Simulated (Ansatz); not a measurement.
`N[Si]Br`, charge 0, multiplicity 1.

Problem. Give a relaxed structure at PBE0-D4/def2-TZVP (the Gaussian-basis code of Ansatz). (An estimate is asked.)

Solution. The calculation gave: 
```xyz
5

N     0.011    0.674    0.114
Si    1.083   -0.611   -0.187
Br   -0.456   -2.285   -0.354
H    -0.994    0.609    0.179
H     0.355    1.613    0.247
```
Point group Cs.
